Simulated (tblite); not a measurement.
Species: C6H12F2OSi.
Z-matrix (Å and degrees, GFN2-xTB geometry), rows numbered from 1:
```
F 
Si  1  1.6111
C   2  1.9089  1  107.06
C   3  1.5354  2  110.36  1    60.31
C   4  1.5276  3  113.74  2   164.83
C   5  1.5277  4  113.76  3    55.89
O   6  1.4245  5  111.32  4   -73.57
C   7  1.3651  6  117.03  5    93.26
F   8  1.3994  7  109.25  6    77.41
C   8  1.5327  7  117.61  6   -44.41
H   2  1.4542  1  104.76  3   118.96
H   2  1.4544  1  104.75  3  -119.18
H   3  1.0952  2  108.69  1   178.52
H   4  1.0927  3  108.85  2   -72.71
H   4  1.0932  3  109.51  2    44.19
H   5  1.0917  4  109.23  3   177.33
H   5  1.0921  4  109.43  3   -64.48
H   6  1.0934  5  109.56  4   170.79
H   6  1.0941  5  111.52  4    50.68
H   8  1.0991  7  105.62  6  -169.93
H  10  1.0920  3  111.32  2   -32.10
H  10  1.0920  3  109.55  2    86.01
```

Level: GFN2-xTB in tblite, geometry and Hessian alike; calculated harmonic values, unscaled, isolated species. The method is semi-empirical: single wavenumbers can be off by several per cent or more. Modes of hydrogen on silicon can be 10 to 20 % off. One conformer, not necessarily the lowest.

Harmonic wavenumbers (cm⁻¹): 36.9, 69.5, 94.9, 144.6, 191.0, 201.7, 273.6, 309.1, 331.4, 383.5, 457.9, 470.6, 520.5, 534.3, 575.2, 615.1, 693.0, 759.6, 770.5, 822.9, 834.2, 874.1, 900.8, 917.9, 924.6, 938.8, 1012.1, 1048.7, 1084.0, 1101.0, 1133.0, 1156.6, 1174.6, 1190.8, 1230.6, 1239.0, 1259.2, 1278.4, 1287.5, 1321.1, 1333.4, 1344.7, 1352.2, 1358.8, 1459.2, 1470.3, 1481.0, 1498.5, 2332.3, 2346.0, 2906.8, 2934.6, 2942.0, 2956.5, 2962.3, 2970.7, 2973.0, 2983.6, 2988.9, 2991.5.

A = 1798, B = 691.7, C = 565.6 MHz; mass 166.063 u (most abundant isotopes); point group C1, symmetry number 1.

Task: What is the zero-point energy?

Result: Half the sum of the wavenumbers: 37875 cm⁻¹ = 108.29 kcal/mol.

Task: Give the ideal-gas entropy at 273.15 K and 1 bar in the rigid-rotor, harmonic-oscillator model (classical rotation).

Result: Translation 40.82, rotation 30.24, vibration 28.78: S = 99.8 cal/(mol K).

Task: And Cp and H(273.15 K) − H(0)?

Result: Cp = 39.75 cal/(mol K), of which vibrations give 31.80 (their classical limit is 60 R = 119.2); H(273.15 K) − H(0) = 6.37 kcal/mol without the zero-point energy, 4.20 from vibrations.

Task: How do the functions run with temperature in this model?

Result: 
```json
{"T (K)": "150", "S (cal/(mol K))": "81.1", "Cp (cal/(mol K))": "24.7", "H − H(0) (kcal/mol)": "2.42", "G − H(0) (kcal/mol)": "-9.74", "ln q(vib)": "3.31"}
{"T (K)": "250", "S (cal/(mol K))": "96.5", "Cp (cal/(mol K))": "36.8", "H − H(0) (kcal/mol)": "5.48", "G − H(0) (kcal/mol)": "-18.63", "ln q(vib)": "6.09"}
{"T (K)": "298.15", "S (cal/(mol K))": "103.5", "Cp (cal/(mol K))": "43.0", "H − H(0) (kcal/mol)": "7.40", "G − H(0) (kcal/mol)": "-23.44", "ln q(vib)": "7.46"}
{"T (K)": "400", "S (cal/(mol K))": "117.9", "Cp (cal/(mol K))": "55.6", "H − H(0) (kcal/mol)": "12.44", "G − H(0) (kcal/mol)": "-34.72", "ln q(vib)": "10.39"}
{"T (K)": "600", "S (cal/(mol K))": "144.3", "Cp (cal/(mol K))": "74.8", "H − H(0) (kcal/mol)": "25.60", "G − H(0) (kcal/mol)": "-60.99", "ln q(vib)": "16.24"}
{"T (K)": "900", "S (cal/(mol K))": "178.4", "Cp (cal/(mol K))": "92.7", "H − H(0) (kcal/mol)": "50.98", "G − H(0) (kcal/mol)": "-109.55", "ln q(vib)": "24.72"}
```

q(vib) and H(0) count from the zero-point level.

Task: Blend soft modes into free rotors: weight 1/[1 + (100 cm⁻¹/ν̃)⁴] for the oscillator and the rest for a rotor with moment μB/(μ + B), μ = h/(8π²ν), B = 10⁻⁴⁴ kg m². What vibrational entropy results?

Result: 26.30 cal/(mol K) in place of 28.78, which changes −T·S at 273.15 K by +0.68 kcal/mol.

Task: Which modes carry the vibrational entropy at 273.15 K?

Result: 36.9 cm⁻¹: 5.25; 69.5 cm⁻¹: 4.00; 94.9 cm⁻¹: 3.39; 144.6 cm⁻¹: 2.58; 191.0 cm⁻¹: 2.06; 201.7 cm⁻¹: 1.96 cal/(mol K); the other 54 give 9.56 together.

Task: What must be added to the electronic energy to get the Gibbs energy at 273.15 K and 1 bar?

Result: ZPE + [H(273.15 K) − H(0)] − T·S = 108.29 + 6.37 − 27.27 = 87.39 kcal/mol.

Hindered rotation and anharmonicity are outside this model. Other conformers, if any are populated, would add a mixing term that is left out. The structure is chiral; the term R ln 2 for an equal mix with its mirror image is left out.

Hardware: an Intel Xeon at 2.50 GHz with one thread, shared host with 64 logical CPUs at a one-minute load of 58. Cost: 3.2 s of wall time. The figure is for the frequency step alone.
